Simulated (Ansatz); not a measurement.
Reaction (redistribution): `CC[N]([AlH2])[SiH3]` + `[CH3][GaH][NH2]` → `[NH2][GaH][AlH2]` + `CCN(C)[SiH3]`

Gas-phase electronic energies from Ansatz, PBE0-D4/def2-TZVP geometries. CBS: MP2 limit from def2 TZ/QZ plus the TZ coupled-cluster correction, frozen cores. Functionals use def2-TZVPP. HSE06 is defined as in plane-wave codes. For Ga outer-core shells are correlated without core-valence functions, which leaves a few kJ/mol of doubt a bond. Scalar relativity is left out up to krypton. Each species was taken in one conformer, which may not be the lowest.

CCSD(T)/CBS gives +36.0 kcal/mol.

(1) Another level gave +35.4 kcal/mol. Which?
A. HF/def2-TZVPP
B. HSE06/def2-TZVPP
C. CCSD(T)/def2-TZVPP
D. B97M-V/def2-TZVPP

Largest T1 diagnostic among the species: 0.015.

Answers

(1) C. CCSD(T)/def2-TZVPP 35.4, HSE06 31.4, B97M-V 34.3, HF/def2-TZVPP 32.9 kcal/mol.

In def2-TZVPP, CCSD(T) changes the Hartree–Fock value by +2.5 kcal/mol (the triples alone add +0.4 kcal/mol) and MP2 by +5.6 kcal/mol. Leaving LDA and LC-ωPBE aside and taking each functional with its dispersion term where it has one, the values, not all of them listed here, spread over 4.7 kcal/mol, from revPBE-D4 to ωB97M-V. The D4 term adds +0.7 kcal/mol with B3LYP and +0.4 kcal/mol with PBE0; it sums over pairs of atoms, weighted by their polarisabilities, and B3LYP, whose exchange is more repulsive, gets the larger term.

CCSD(T)/CBS has its own doubt, a few kJ/mol and more with outer-core shells, so smaller differences from it don't rank the levels.

B3LYP here is the variant with VWN-RPA as its local correlation; programs differ in this.
